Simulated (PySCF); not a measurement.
**A ladder for the ionisation energy of Au**

Au [Xe] 4f14 5d10 6s1 (2S) → Au+ [Xe] 4f14 5d10 (1S). Scalar values calculated with PySCF 2.14 in aug-cc-pVTZ-PP with ECP60MDF (ECP; valence: 5s2 5p6 frozen). The spin-orbit shift comes from two-component X2C-1e calculations (generalised Hartree-Fock, GHF, and MP2 on its spinors, GMP2) in x2c-TZVPPall-2c: GMP2 gives 9.260 eV without and 9.290 eV with screened spin-orbit coupling, a shift of 0.030 eV (GHF: 0.027 eV). Sums use unrounded values; where a UHF row is shifted, it takes the GHF shift.

| method | scalar (eV) |
| --- | --- |
| UHF | 7.681 |
| MP2 (valence) | 9.179 |
| SCS-MP2 (valence) | 8.977 |
| CCSD (valence) | 8.919 |
| CCSD(T) (valence) | 9.041 |
| LDA | 9.897 |
| PBE | 9.539 |
| PBE0 | 9.217 |
| r2SCAN | 9.494 |
| TPSSh | 9.250 |
| PW91 | 9.613 |
| B97-3 | 9.014 |
| BP86 | 9.705 |

Task: Form a composite estimate from CCSD(T) (valence) and the spin-orbit shift, and compare it with the reference, 9.226 eV (measured; NIST Atomic Spectra Database, ionization energies).

Result: 9.041 + (0.030) = 9.070 eV, an error of -0.155 eV.

The errors of the correlated levels include the incompleteness of the basis and the frozen core, so a lower level can come closer by cancellation.
